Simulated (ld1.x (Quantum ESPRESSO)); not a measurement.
## Cs: one change to a TM semilocal potential, before and after

```json
{
  "Element": "Cs (Z = 55)",
  "Generator": "ld1.x (Quantum ESPRESSO) 7.5",
  "Type": "norm-conserving Troullier–Martins (semilocal form)",
  "Functional": "PBE",
  "Relativity": "scalar-relativistic",
  "Frozen core": "[Xe]",
  "Valence charge": "1",
  "Reference configuration": "5d0 6s1 6p0",
  "Partial waves": "6s (bound): rc 4.20 bohr; 6p (bound, empty): rc 3.95 bohr; 5d (bound, empty): rc 4.20 bohr",
  "Local potential": "the d channel",
  "Core correction": "Bessel-smoothed model core, default radius (core density twice the valence density)"
}
```

All-electron outer shells of the reference configuration (PBE, scalar-relativistic, ld1.x):

```json
{"shell": "5s", "level (eV)": "-26.73", "outermost node (bohr)": "0.82", "outermost maximum (bohr)": "1.54"}
{"shell": "5p", "level (eV)": "-13.52", "outermost node (bohr)": "0.89", "outermost maximum (bohr)": "1.79"}
{"shell": "6s", "level (eV)": "-2.09", "outermost node (bohr)": "2.11", "outermost maximum (bohr)": "4.80"}
{"shell": "6p", "level (eV)": "-0.74", "outermost node (bohr)": "2.61", "outermost maximum (bohr)": "6.72"}
{"shell": "5d", "level (eV)": "-0.38", "outermost node (bohr)": "1.06", "outermost maximum (bohr)": "3.51"}
```

Change: wave 5d (bound): rc 4.20 bohr becomes 5d (bound): rc 2.72 bohr.

Cutoffs: the cutoffs (Ry, on a coarse ladder) from which the occupation-weighted sum of valence levels, in a spherical-Bessel basis at the reference potential, stays within 10 and 1 mRy of its value at 400 Ry; they do not see the model core or the augmentation charge, which bear on the density cutoff. Errors are all-electron minus pseudo energies relative to the spin-unpolarised reference configuration.

Task: What does the change do?

Result: Both files are so soft that the ladder of cutoffs tells neither apart; the errors of the 4 common tests hardly move; neither file shows a bound ghost. A semilocal file is local in each channel, so a ghost entry of none says nothing of the separable form that plane-wave codes build from it.

```csv
quantity,base,changed
"cutoff, loose",6 Ry,6 Ry
"cutoff, tight",6 Ry,6 Ry
bound ghosts,none,none
"error for 5d0 6s0.5 6p0, meV [ΔE 1.47 eV]",-1.8,-1.8
"error for 5d0 6s0 6p1, meV [ΔE 1.37 eV]",-1.0,-1.0
"error for 5d1 6s0 6p0, meV [ΔE 1.67 eV]",-5.3,-5.9
"error for 5d0.5 6s0.5 6p0, meV [ΔE 0.84 eV]",-1.6,-1.8
s: phases at 4.53 bohr within 0.05 rad from the reference energy up to (Ry; the scan ends near 5),0.9,0.9
p: phases at 4.53 bohr within 0.05 rad from the reference energy up to (Ry; the scan ends near 5),0.1,0.1
d: phases at 4.53 bohr within 0.05 rad from the reference energy up to (Ry; the scan ends near 5),1.0,1.1
```
